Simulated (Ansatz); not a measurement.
The same path of C2H5NSi (9 atoms, charge 0, multiplicity 1) was run 3 times with different band settings. Lost on the way: N4–H9. Made: C3–H9.

All numbers below come from RKS revPBE/def2-SVP in Ansatz 0.2.0.

Relaxed end points:

```xyz
9
Properties=species:S:1:pos:R:3
C -1.265 0.729 -0.556
Si 0.014 -0.691 -0.788
C 1.044 -0.774 0.711
N 1.566 -1.261 1.709
H -1.830 0.590 0.388
H -1.995 0.688 -1.390
H -0.797 1.734 -0.551
H 1.045 -0.293 -1.824
H 2.219 -0.721 2.300
```

```xyz
9
Properties=species:S:1:pos:R:3
C -1.111 0.668 -0.407
Si 0.087 -0.821 -0.642
C 1.086 -0.994 1.056
N 1.373 -1.443 2.133
H -1.873 0.443 0.367
H -1.646 0.798 -1.373
H -0.624 1.634 -0.168
H 1.223 -0.259 -1.497
H 1.485 -0.026 0.529
```

Common settings: spring 5.0 eV/Å²; start path through a guess of the saddle point; force threshold 0.05 eV/Å; iteration limit 60; end points relaxed.

| run | movable images | climbing image | optimiser |
| --- | --- | --- | --- |
| 1 | 7 | yes | quadratic models (default) |
| 2 | 4 | no | quadratic models (default) |
| 3 | 7 | from the first iteration | lbfgs |

Problem. What does each run give, and how far can it be trusted?

Solution. Run 1: converged after 24 iterations, highest image 1.705 eV above the first end. A vibrational analysis at the climbing image gives one clearly imaginary mode, 1248i cm⁻¹: a first-order saddle point.
Run 2: converged after 11 iterations, highest image 1.388 eV above the first end. No image climbed, so the highest image needn't sit at the top of the path.
Run 3: converged after 56 iterations, highest image 1.717 eV above the first end. The order of the stationary point at the top wasn't checked.
The orbitals stay closed-shell, which can raise the energy where a bond breaks towards radicals; this wasn't checked here.
